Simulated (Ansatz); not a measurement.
CH3FIOSi (`CO[Si](F)I`) radical at its PBE0-D4/def2-TZVP geometry, where that method's forces vanish. Charge 0, multiplicity 2. I takes the def2 core potential.

```xyz
8

C    -0.8672    0.6468   -0.4274
O     0.0118    0.6338    0.6872
Si    1.0178   -0.5421    1.1474
F     0.2303   -1.9338    1.1513
I     2.8994   -0.7908   -0.4171
H    -1.4762    1.5478   -0.3594
H    -1.5191   -0.2300   -0.4219
H    -0.2967    0.6682   -1.3599
```

What forces (eV/Å) does B3LYP-D4/def2-TZVPP give on these atoms in Ansatz 0.2.0? (Best estimate.)

The calculation gave: 
```
C1  -0.265  0.052 -0.287
O2   0.102  0.077  0.159
Si3  0.062  0.125  0.300
F4  -0.137 -0.226 -0.008
I5   0.221 -0.026 -0.187
H6   0.025 -0.054 -0.017
H7   0.030  0.052 -0.009
H8  -0.039 -0.001  0.050
```

B3LYP here is the variant with VWN-RPA as its local correlation; programs differ in this.
